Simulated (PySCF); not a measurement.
**Correlation energy of Ne(2+) (neon, charge +2)**

[He] 2s2 2p4, high-spin 3P determinant. All numbers are calculated (PySCF 2.14, scalar relativity by spin-free X2C-1e, in ANO-RCC-VTZP (4s3p2d1f, 30 functions)). Frozen: 1s2; 6 electrons correlated.

```
  level  correlation energy (mhartree)
   CCSD                        -160.03
    (T)                          -1.50
CCSD(T)                        -161.53
  CCSDT                        -161.67
```

Diagnostics: T1 = 0.0030, D1 = 0.0062, largest double amplitude 0.025.

Cost of the coupled-cluster step: roughly 0.6 core-seconds, for 6 correlated electrons.

Iterations:

```
CC2 = 0
CCSD nocc = (np.int64(4), np.int64(2)), nmo = (29, 29)
frozen orbitals [[0], [0]]
max_cycle = 100
direct = 0
conv_tol = 1e-08
conv_tol_normt = 1e-06
diis_space = 8
diis_start_cycle = 0
Init t2, MP2 energy = -0.145212077742051
Init E_corr(UCCSD) = -0.145212077752318
cycle = 1  E_corr(UCCSD) = -0.157440555939769  dE = -0.0122284782  norm(t1,t2) = 0.0174095
cycle = 2  E_corr(UCCSD) = -0.159369161760204  dE = -0.00192860582  norm(t1,t2) = 0.00504582
cycle = 3  E_corr(UCCSD) = -0.160056867274989  dE = -0.000687705515  norm(t1,t2) = 0.00189308
cycle = 4  E_corr(UCCSD) = -0.16002182776957  dE = 3.50395054e-05  norm(t1,t2) = 0.000353628
cycle = 5  E_corr(UCCSD) = -0.16002880762756  dE = -6.97985799e-06  norm(t1,t2) = 5.68445e-05
cycle = 6  E_corr(UCCSD) = -0.160028873600414  dE = -6.59728538e-08  norm(t1,t2) = 9.09696e-06
cycle = 7  E_corr(UCCSD) = -0.160028740840267  dE = 1.32760147e-07  norm(t1,t2) = 1.78981e-06
cycle = 8  E_corr(UCCSD) = -0.160028748071522  dE = -7.23125504e-09  norm(t1,t2) = 2.61237e-07
UCCSD converged
E(UCCSD) = -126.6790470133455  E_corr = -0.1600287480715222
UCCSD(T) correction = -0.00150053220876813
```
